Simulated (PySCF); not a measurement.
# Ionisation energy of Se⁺ by level of theory

Se⁺ [Ar] 3d10 4s2 4p3 (4S) → Se²⁺ [Ar] 3d10 4s2 4p2 (3P), as a difference of total energies. Computed with PySCF 2.14 in 6-31G* (5s4p3d, 32 functions), with the non-relativistic Hamiltonian (point nucleus). Correlated levels: valence: [Ar] 3d10 frozen. The calculations carry no spin-orbit coupling.

```csv
method,ionisation energy (eV),difference from reference (eV)
UHF,20.889,-0.307
r2SCAN,21.671,+0.475
BP86,21.487,+0.291
MP2 (valence),21.221,+0.025
SCS-MP2 (valence),21.103,-0.093
CCSD (valence),21.160,-0.036
CCSD(T) (valence),21.163,-0.033
```

Reference: 21.196 ± 0.01 eV (measured; NIST Atomic Spectra Database, ionization energies).

These non-relativistic numbers lack the scalar-relativistic shift.

The reference lies between the lowest fine-structure levels, while these numbers refer to the centres of the terms.

Errors of the correlated levels include the incompleteness of this basis and the frozen core.
